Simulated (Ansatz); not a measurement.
Consider the formal exchange of groups at the Se–Ge bond: `Cl[CH2][GeH2][SeH]` + `F[SiH](F)[SeH]` → `F[Si](F)([SeH])[SeH]` + `Cl[CH2][GeH3]`.

Calculated with Ansatz (gas phase, PBE0-D4/def2-TZVP geometries, no zero-point term in ΔE). CCSD(T)/CBS adds triple-zeta CCSD(T) − MP2 to the extrapolated MP2 energy (def2 sets, frozen cores). Functionals use def2-TZVPP. For Ge, Se outer-core shells are correlated without core-valence functions, which leaves a few kJ/mol of doubt a bond. Scalar relativity is left out up to krypton. One conformer a species, not always the lowest.

```csv
level,ΔE (kcal/mol)
PBE0-D4,-1.8
MP2/def2-QZVPP,-0.9
```

What does CCSD(T)/CBS give? (An estimate is asked.)

Ansatz gave: -1.3 kcal/mol. The listed levels differ from it by -0.5, 0.4 kcal/mol.

Largest T1 diagnostic among the species: 0.011.

The D4 term adds −0.7 kcal/mol with B3LYP and −0.3 kcal/mol with PBE0; it sums over pairs of atoms, weighted by their polarisabilities, and B3LYP, whose exchange is more repulsive, gets the larger term. In def2-TZVPP, CCSD(T) changes the Hartree–Fock value by −1.7 kcal/mol (the triples alone add −0.3 kcal/mol) and MP2 by −1.7 kcal/mol.

B3LYP here is the variant with VWN-RPA as its local correlation; programs differ in this.
